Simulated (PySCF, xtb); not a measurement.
H6O4SnTi, SMILES [SnH3][O][Ti]([OH])([OH])[OH], multiplicity 1.

GFN2-xTB in xtb 6.7.1 at its own geometry gives an orbital gap of 4.88 eV and a dipole moment of 3.45 D.

Geometry optimised at B3LYP-D3(BJ)/def2-SVP. The spin state was assumed, not searched. The def2 effective core potentials stand for the cores of Sn; spin–orbit coupling is left out. The values are those of a single conformer.

Q: What does PBE0/def2-TZVP (PySCF) give? (The exact figures need the calculation; the answer reports its results.)

A: gap 7.42 eV (levels -8.45 and -1.03 eV), dipole 1.10 D.
